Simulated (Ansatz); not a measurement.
System: GeH₂I, charge 0, doublet. GeH2I (SMILES [GeH2][I], doublet).
B3LYP-D3(BJ)/def2-TZVP minimum from Ansatz (a quantum-chemistry and plane-wave program):
```
Ge
H 1 1.5520
H 1 1.5520 2 110.23
I 1 2.5398 2 107.26 3 116.46
```
Charge 0, spin multiplicity 2.

Total energies in def2-SVP, 13 correlated electrons, 23 frozen orbitals. Open shells are spin-unrestricted; no spin-orbit coupling. Correlated methods leave the cores frozen (noble-gas shells, and filled d and f shells in the p block). Past Kr the def2 sets carry scalar-relativistic core potentials. Spin-orbit terms, left out, reach several kcal/mol for Br and I, and more for heavier atoms.

```tsv
method	program	energy (Eh)	minus CCSDT(Q) (mEh)
HF	Ansatz	-2372.92594	212.81
MP2	Ansatz	-2373.10415	34.61
CCSD	Ansatz	-2373.13246	6.29
CCSD(T)	Ansatz	-2373.13753	1.22
CCSDT(Q)	Ansatz	-2373.13875	0.00
```

Rough core times of Ansatz's runs on a shared machine: CCSD(T) under 20 s, CCSDT(Q) 90 s.
